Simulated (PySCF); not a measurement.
Exercise with solution: entropy of an ideal gas

Be(Me) (CH₃Be), SMILES [CH3][Be+], charge +1.

Geometry: PBE-D3(BJ)/def2-TZVPD. The multiplicity is an assumed one; other spin states were not compared. The isomer is the one that the SMILES or the coordinates give; other isomers of the formula were not compared.

PBE-D3(BJ)/def2-TZVPD run with PySCF gives the harmonic wavenumbers 649, 649, 879, 1117, 1338, 1338, 2951, 3046, 3046 cm⁻¹ and the rotational temperatures 7.3937, 1.2912, 1.2912 K. The molar mass is 24.05 g/mol, the symmetry number 3, the spin multiplicity 1.

Question: Work out the entropy at 298.15 K and 1 atm in the rigid-rotor, harmonic-oscillator model.

Answer: 
Translation (Sackur–Tetrode at 1 atm): S = R[1.5 ln M + 2.5 ln T − 1.16487] = 148.4 J/(mol K).
Rotation: q = (√π/σ) T^1.5/√(θA θB θC) = 866, S = R[ln q + 3/2] = 68.7 J/(mol K).
Vibration: with u = 1.4388 ν/T, each mode gives R[u/(e^u − 1) − ln(1 − e^−u)]:
| ν (cm⁻¹) | modes | u | S (J/(mol K)) |
|---|---|---|---|
| 649 | 2 | 3.13 | 3.12 |
| 879 | 1 | 4.24 | 0.64 |
| 1117 | 1 | 5.39 | 0.24 |
| 1338 | 2 | 6.46 | 0.19 |
The stiffer modes add less than 0.005 each. Sum 4.2 J/(mol K).
Spin: R ln 1 = 0.0 J/(mol K).
Total 221.3 J/(mol K); the program's own thermochemistry gives 221.3. Translation makes up 67 % and vibration 2 %. Anharmonicity, hindered rotation and orbital degeneracy are left out.
